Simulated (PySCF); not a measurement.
Mg(I)(Et) (C₂H₅IMg), SMILES C[CH2][Mg][I].

Geometry optimised at B3LYP-D3(BJ)/def2-SVP. The def2 effective core potentials stand for the cores of I; spin–orbit coupling is left out. One conformer was computed; it need not be the lowest.

Two levels are set side by side: PBE/def2-TZVP (PySCF) and B3LYP/def2-TZVP (PySCF). Same geometry, gas phase. Differences are taken from unrounded values.

| quantity | B3LYP |
|---|---|
| orbital gap (eV) | 5.28 |
| highest occupied level (eV) | -6.75 |
| lowest empty level (eV) | -1.47 |
| dipole moment (D) | 2.21 |
| mean polarisability (bohr³) | 89.7 |

Task: What does PBE give, and how far is it from B3LYP? (Estimate from the structure and the level; the computed values follow.)

Result: 
```csv
quantity,PBE,PBE minus B3LYP
orbital gap (eV),3.92,-1.36
highest occupied level (eV),-5.82,0.92
lowest empty level (eV),-1.90,-0.44
dipole moment (D),2.21,0.01
mean polarisability (bohr³),93.4,3.6
```

Without exact exchange PBE keeps part of each electron's self-repulsion, which lifts occupied levels and narrows the gap. PBE's more diffuse valence density responds more strongly to a field. Differences between two approximate levels are no errors against the true value.

Rough cost on one machine, each run with all the roots and properties that it gave: B3LYP against PBE within a factor of 2.
